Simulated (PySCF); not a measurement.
Compound: C₂H₇BO₂.
Numbering: `[CH3:1][O:2][BH:3][O:4][CH3:5]` (hydrogens: H6, H7, H8 on C1; H9 on B3; H10, H11, H12 on C5)

Torsions of this conformer, `[CH3:1][O:2][BH:3][O:4][CH3:5]`: C1–O2–B3–O4 180°, O2–B3–O4–C5 180°.

The closed-shell ground state was solved at several levels (PySCF, density fitting, gas phase, non-relativistic). Geometry: GFN2-xTB, one conformer, isolated molecule.

| level | basis functions | total energy (Eh) | HOMO (eV) | LUMO (eV) | gap (eV) | dipole (D) |
| --- | --- | --- | --- | --- | --- | --- |
| B3LYP/pcJ-1 | 205 | -255.8175 | -7.76 | 0.89 | 8.65 | 1.71 |
| PBE0/pcSseg-1 | 120 | -255.4713 | -8.01 | 1.16 | 9.17 | 1.73 |
| PBE0/def2-SVPD | 162 | -255.3261 | -8.14 | 0.68 | 8.82 | 1.58 |

Estimate the row for B3LYP/def2-SVPD, a basis of 162 functions; the other rows only guide the guess.

Total energy -255.6329 Eh, HOMO -7.89 eV, LUMO 0.42 eV, gap 8.31 eV, dipole 1.59 D.

Over all these levels, which gives the widest orbital gap and which the narrowest?

PBE0/pcSseg-1 (global hybrid, 25 % exact exchange) has the widest, 9.17 eV, and B3LYP/def2-SVPD (global hybrid, 20 % exact exchange) the narrowest, 8.31 eV. Functional and basis both differ between the two, so the spread mixes both effects.

How far do the dipole and the HOMO energy spread over the levels?

The dipole runs from 1.58 to 1.73 D (mean 1.65 D) and the HOMO from -8.14 to -7.76 eV.
